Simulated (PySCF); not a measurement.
## A series of related molecules

Method: PySCF, TDDFT LC-wPBE/aug-cc-pVDZ circular dichroism and optical rotation, one conformer, gas phase. Geometry: GFN2-xTB.

Each molecule in one low-energy conformer. The parent is CO[C@@H]1[CH2][GeH2][C@H]1F.

The molecule is flexible and this is one conformer; a measurement averages over conformers. The calculation is non-relativistic, which matters for the atoms heavier than Zn.

(1) How does the specific rotation at 589.3 nm (origin-invariant length gauge) change along this series?
- CO[C@@H]1[CH2][GeH2][C@H]1F (base)
- CO[C@@H]1[CH2][GeH2][C@@H]1F (diastereomer)

Results:

(1) 
| molecule | [α]589 (deg dm⁻¹ (g/mL)⁻¹) | S1 (eV) | R(S1), velocity form (10⁻⁴⁰ esu² cm²) |
| --- | --- | --- | --- |
| CO[C@@H]1[CH2][GeH2][C@H]1F | +61.8 | 6.96 | +1.5 |
| CO[C@@H]1[CH2][GeH2][C@@H]1F | +40.0 | 7.12 | +21.4 |

The specific rotation at 589.3 nm (origin-invariant length gauge) is lowest for CO[C@@H]1[CH2][GeH2][C@@H]1F and highest for CO[C@@H]1[CH2][GeH2][C@H]1F.
